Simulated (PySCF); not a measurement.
**Electron correlation in N (nitrogen, neutral)**

[He] 2s2 2p3, high-spin 4S determinant. All numbers are calculated (PySCF 2.14, the spin-free X2C one-electron Hamiltonian (Gaussian nucleus), in x2c-QZVPPall with one added diffuse shell each of s, p, d, f type (8s5p4d3f1g, 73 functions)). Frozen: nothing; 7 electrons correlated.

```json
{"level": "CCSD", "correlation energy (mhartree)": "-141.56"}
{"level": "(T)", "correlation energy (mhartree)": "-3.01"}
{"level": "CCSD(T)", "correlation energy (mhartree)": "-144.57"}
```

Diagnostics: T1 = 0.0059, D1 = 0.0152, largest double amplitude 0.027.

Cost of the coupled-cluster step: roughly 13 core-seconds, for 7 correlated electrons.

This basis was not built for core-valence correlation, so the inner-shell part is incomplete.
